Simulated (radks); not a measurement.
Polarisability of the osmium ion Os5+, [Xe] 4f14 5d3, at imaginary frequency. Calculated with a radial shooting solver on a logarithmic mesh with Libxc functionals: scalar-relativistic Kohn-Sham, LB94 model potential, spin-polarised, spherical densities, finite nucleus; open shells are filled with parallel spins first (spin-orbit coupling, left out, can overturn this in heavy ions); Fermi nuclear charge, rms radius 5.4126 fm. Response by self-consistent Sternheimer equations with the Hartree and adiabatic LDA kernel, the relativistic mass of each level held fixed and spin-orbit coupling left out.

| w (hartree) | alpha1(iw) (bohr^3) |
|---|---|
| 0.00266 | 3.392 |
| 0.0143 | 3.391 |
| 0.0360 | 3.389 |
| 0.0697 | 3.382 |
| 0.118 | 3.365 |
| 0.186 | 3.326 |
| 0.280 | 3.249 |
| 0.413 | 3.107 |
| 0.605 | 2.865 |
| 0.892 | 2.492 |
| 1.35 | 1.981 |
| 2.12 | 1.368 |
| 3.59 | 0.7671 |
| 6.94 | 0.3262 |
| 17.5 | 0.08771 |

Static values: alpha1 = 3.392 bohr^3 (0.5026 angstrom^3; uncoupled 5.039). C6 = 14.79, triple-dipole C9 = 34.71 atomic units. One-pole (London) frequency 4 C6 / (3 alpha1^2) = 1.715 hartree, against 2.636 for minus the highest occupied eigenvalue.
